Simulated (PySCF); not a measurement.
# What a mistake does to a calculation on ClGeH4Si

These are calculations, not measurements. They come from PySCF 2.14.0, an open-source quantum chemistry program, on an isolated molecule that a program drew, which may never have been made. The molecule is ClGeH4Si (charge 0, doublet), drawn as the SMILES string `Cl[SiH2][GeH2]`.

Each row is a Hartree-Fock (HF) and frozen-core CCSD(T) single point in the cc-pV(D+d)Z basis, meant for a local HF minimum. Run 1 is clean. Each other run has one planted mistake out of seven kinds, and not every kind appears here: one electron removed, one electron added, multiplicity raised by two, geometry at a saddle point, minimal basis STO-3G, one bond length entered in bohr, all coordinates scaled. The reference is restricted for singlets and unrestricted otherwise, and also for a bond in bohr. Adding or removing an electron swaps singlet and doublet. Electrons count all cores. HOMO and LUMO are orbital energies over both spins, the gradient is its largest component, and the lowest frequency (negative if imaginary) is given only where the gradient is small. Bond lengths are over the 6 bonds as drawn. T1 is the CCSD diagnostic: over 0.02 (restricted) or 0.045 (unrestricted) a single reference is doubtful. Germanium has the cc-pVDZ-PP basis, with a core potential (ECP10MDF) in place of its 10 inner electrons, and its 3s, 3p and 3d shells are frozen in CCSD(T).

Geometry of the clean run:
```xyz
7
ClGeH4Si, angstrom
Cl   -2.9021    1.6168    2.0239
Si   -0.8948    1.0659    2.0308
Ge    0.0446    1.5859   -0.1093
H    -0.8424   -0.3707    2.3635
H    -0.2185    1.8411    3.0870
H    -0.6683    0.8838   -1.2700
H     1.5532    1.3100   -0.1762
```

```
run  electrons  basis functions  <S^2>  HOMO (eV)  LUMO (eV)  gradient (hartree/bohr)  lowest frequency (cm^-1)  mean bond (Å)  longest bond (Å)      T1  HF (hartree)  CCSD(T) (hartree)                     mistake
  1         67               89  0.757      -8.90       0.59                  1.7e-05                        97         1.7489             2.394  0.0113   -1044.16934        -1044.54523                    no fault
  2         66               89  0.000     -16.38      -7.18                  5.3e-02                         -         1.7489             2.394  0.0134   -1043.87382        -1044.24246        one electron removed
  3         67               89  3.765      -4.40      -2.65                  3.8e-02                         -         1.7489             2.394  0.0345   -1043.93879        -1044.31820  multiplicity raised by two
  4         67               89  0.757      -8.74       0.85                  1.2e-01                         -         1.5740             2.155  0.0102   -1044.09263        -1044.46618      all coordinates scaled
  5         68               89  0.000      -1.10       7.92                  4.9e-02                         -         1.7489             2.394  0.0114   -1044.17670        -1044.58064                           ?
```

**Which mistake was planted in run 5, and what did it cost?**

It counts 68 electrons, one more than the clean run, at the same geometry and basis. So the mistake is: one electron added. Subtracting run 1 and multiplying by 627.51 kcal/mol a hartree, the energy moved by -4.6 kcal/mol in HF and -22.2 kcal/mol in CCSD(T).

